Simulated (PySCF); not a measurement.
C3H2N3, SMILES [c]1ncncn1, multiplicity 2.

The structure is a stationary point at B3LYP-D3(BJ)/def2-SVP. The isomer is the one that the SMILES or the coordinates give; other isomers of the formula were not compared.

Two levels are set side by side: PBE/def2-TZVP (PySCF) and r2SCAN/def2-TZVP (PySCF). Same geometry, gas phase. Differences are taken from unrounded values.

```
quantity                     r2SCAN
---------------------------  ------
α-spin orbital gap (eV)        3.00
β-spin orbital gap (eV)        4.28
dipole moment (D)              1.47
mean polarisability (bohr³)    48.7
```

What does PBE give, and how far is it from r2SCAN? (An estimate is asked for; the answer gives what the named calculation found.)


```csv
quantity,PBE,PBE minus r2SCAN
α-spin orbital gap (eV),2.31,-0.69
β-spin orbital gap (eV),3.33,-0.94
dipole moment (D),1.60,0.14
mean polarisability (bohr³),50.2,1.5
```

Rough cost on one machine, each run with all the roots and properties that it gave: r2SCAN against PBE about 2 times.
